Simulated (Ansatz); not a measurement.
Calculated with Ansatz (gas phase, PBE0-D4/def2-TZVP geometries, no zero-point term in ΔE). CCSD(T)/CBS adds triple-zeta CCSD(T) − MP2 to the extrapolated MP2 energy (def2 sets, frozen cores). Functionals use def2-TZVPP. B3LYP here is the variant with VWN-RPA as its local correlation; programs differ in this. One conformer a species, not always the lowest.

`C[Si](F)(F)[O][AlH2]` + `C1N[SiH2]1` → `[AlH2][N]1C[SiH2]1` + `C[Si](O)(F)F`  (ligand exchange at the Al–O bond)

`C[Si](F)(F)[O][AlH2]`:

```xyz
11

C    -1.086    1.479    0.578
Si   -0.753   -0.317    0.387
F    -0.772   -1.025    1.810
F    -1.929   -1.000   -0.436
O     0.639   -0.633   -0.333
Al    2.047   -1.204   -1.073
H    -0.306    1.953    1.177
H    -1.116    1.971   -0.396
H    -2.044    1.643    1.074
H     3.305   -1.450   -0.154
H     2.016   -1.415   -2.635
```

`C1N[SiH2]1`:

```xyz
8

C    -0.090   -0.920   -0.184
N     0.002    0.321   -1.010
Si   -0.181    0.699    0.662
H    -0.960   -1.534   -0.403
H     0.821   -1.502   -0.056
H     0.856    0.440   -1.534
H     0.987    1.124    1.468
H    -1.435    1.373    1.057
```

`[AlH2][N]1C[SiH2]1`:

```xyz
10

Al   -1.295    1.051   -1.077
N    -0.152    0.080   -0.149
C     0.726    0.258    1.046
Si    0.715   -1.356    0.190
H    -1.993    0.354   -2.316
H    -1.569    2.549   -0.637
H     1.558    0.949    0.920
H     0.209    0.388    1.995
H    -0.017   -2.517    0.745
H     1.816   -1.756   -0.715
```

`C[Si](O)(F)F`:

Z-matrix (Å, degrees):
```
C
Si 1 1.831
H 1 1.092 2 110.6
H 1 1.092 2 110.5 3 120.1
H 1 1.092 2 110.5 3 -120.1
O 2 1.621 1 109.9 3 179.9
F 2 1.590 1 111.2 3 -58.1
F 2 1.590 1 111.2 3 58.0
H 6 0.958 2 119.7 1 -180.0
```

Is it downhill or uphill in electronic energy at CCSD(T)/CBS, and by how much? (Best estimate.)

Ansatz gave: Uphill: ΔE = +11.7 kcal/mol.

What do these levels give: PBE-D4, B3LYP-D4, r2SCAN, B3LYP, HF/def2-TZVPP, SCS-MP2/def2-TZVPP, CCSD(T)/def2-TZVPP, MP2/def2-QZVPP, SCS-MP2/def2-QZVPP, HF/CBS(def2), MP2/CBS(def2), CCSD/CBS(def2)? (An estimate is asked.)

The calculation gave: PBE-D4 10.2, B3LYP-D4 11.8, r2SCAN 11.5, B3LYP 12.2, HF/def2-TZVPP 13.9, SCS-MP2/def2-TZVPP 11.5, CCSD(T)/def2-TZVPP 11.4, MP2/def2-QZVPP 11.1, SCS-MP2/def2-QZVPP 11.7, HF/CBS(def2) 14.3, MP2/CBS(def2) 11.1, CCSD/CBS(def2) 12.2 kcal/mol.

Largest T1 diagnostic among the species: 0.013.

In def2-TZVPP, CCSD(T) changes the Hartree–Fock value by −2.5 kcal/mol (the triples alone add −0.5 kcal/mol) and MP2 by −3.1 kcal/mol.
